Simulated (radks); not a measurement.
Question: The table gives one normalised radial function P(r) = r R(r) of Ho2+ in [Xe] 4f11 (r in bohr). Calculated with a radial shooting solver on a logarithmic mesh with Libxc functionals: scalar-relativistic Kohn-Sham, BP86, spin-polarised, spherical densities, finite nucleus; open shells are filled with parallel spins first (spin-orbit coupling, left out, can overturn this in heavy ions); Fermi nuclear charge, rms radius 5.2022 fm.

r         P
0.002291   0.0000
0.003007   0.0000
0.003979   0.0000
0.005265   0.0000
0.006966   0.0000
0.009217   0.0000
0.01219    0.0001
0.01614    0.0002
0.02135    0.0006
0.02825    0.0017
0.03708    0.0045
0.04906    0.0113
0.06491    0.0273
0.08589    0.0622
0.1136     0.1316
0.1504     0.2551
0.1989     0.4455
0.2632     0.6887
0.3483     0.9280
0.4572     1.0751
0.6049     1.0743
0.8003     0.9323
1.059      0.7179
1.401      0.4991
1.854      0.3146
2.453      0.1775
3.246      0.0856
4.294      0.0333

Which n and l does it have? It may be an empty orbital.

Answer: n = 4, l = 3: the number of nodes gives n - l - 1 = 0, the rise at small r (about r^(l+1), flatter next to the nucleus through relativity) gives l, and the extent must fit the shell. The curve is that of 4f down; the table hardly tells the two spins apart. 4f down: eigenvalue -16.152 eV, 0 radial nodes, <r> = 0.857 bohr, 90 % of the charge inside 1.52 bohr.
